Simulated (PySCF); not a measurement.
**How methods differ on the interval between two levels of Co**

Co [Ar] 3d7 4s2 [4F9/2, M_J = 9/2] → Co [Ar] 3d9 [2D5/2, M_J = 5/2], as a difference of total energies. All numbers are calculated (PySCF 2.14, the two-component X2C-1e Hamiltonian, in x2c-SVPall-2c with one added diffuse shell each of s, d type (6s5p4d1f, 48 functions)). Correlated levels: [Ne] frozen; the 6 highest virtual spinors dropped. "Screened" scales the spin-orbit matrix elements by Boettger's factors to mimic the two-electron term; Breit and QED terms are absent.

```csv
method,interval between two levels (cm⁻¹)
GHF (spin-free),60514
GMP2 (spin-free),14909
GHF (screened spin-orbit),60877
GMP2 (screened spin-orbit),15258
```

The labels give the starting determinants; with spin-orbit coupling the two ends relaxed to ⟨J²⟩ = 24.76, ⟨L²⟩ = 12.02, ⟨S²⟩ = 3.76 and ⟨J²⟩ = 8.96, ⟨L²⟩ = 6.18, ⟨S²⟩ = 0.78.
